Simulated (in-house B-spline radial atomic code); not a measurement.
Radial electron density of the krypton ion Kr²⁺, [Ar] 3d10 4s2 4p4. Computed with an all-electron radial atomic-structure program (B-spline basis): non-relativistic PW91, spin-polarised, spherical fractional occupations, point nucleus.

Columns: r (bohr), 4πr²n(r) (electrons per bohr), bar.

```
 0.00182    1.178 #
 0.00222    1.703 #
 0.00271     2.45 ##
  0.0033    3.481 ###
 0.00403    4.926 ####
 0.00491    6.864 ######
 0.00598    9.427 ########
  0.0073    12.78 ###########
 0.00889    16.91 ##############
  0.0108    21.76 ##################
  0.0132    27.39 #######################
  0.0161    33.16 ############################
  0.0196     38.4 ################################
  0.0239    42.34 ###################################
  0.0292    44.11 #####################################
  0.0356    43.32 ####################################
  0.0434    40.57 ##################################
  0.0529    37.57 ###############################
  0.0645     36.7 ###############################
  0.0786    39.67 #################################
  0.0958    45.85 ######################################
   0.117    51.75 ###########################################
   0.142    52.63 ############################################
   0.174    46.38 #######################################
   0.212    36.76 ###############################
   0.258    30.47 #########################
   0.314    31.23 ##########################
   0.383    35.73 ##############################
   0.467     36.5 ###############################
    0.57    29.94 #########################
   0.695    19.49 ################
   0.847    10.88 #########
    1.03    6.686 ######
    1.26     5.44 #####
    1.53    4.742 ####
    1.87    3.385 ###
    2.28    1.814 ##
    2.78    0.698 #
    3.39   0.1896 
    4.13  0.03502 
    5.03 0.003766 
    6.14 0.0002028
```

On this grid the curve has 3 maxima, near 0.0292, 0.142, 0.467 bohr.

The 4s up radial function P(r) = rR(r), positive near the nucleus:

```
r (bohr)          P
0.000556    0.01054
0.000826     0.0155
 0.00123    0.02274
 0.00182    0.03294
 0.00271    0.04746
 0.00403    0.06719
 0.00598    0.09261
 0.00889      0.123
  0.0132     0.1532
  0.0196     0.1719
  0.0292     0.1573
  0.0434    0.08159
  0.0645   -0.06735
  0.0958    -0.2386
   0.142    -0.2835
   0.212   -0.04374
   0.314     0.3522
   0.467     0.4281
   0.695    -0.1046
    1.03     -0.766
    1.53    -0.8902
    2.28    -0.4726
    3.39    -0.1104
    5.03  -0.009189
```
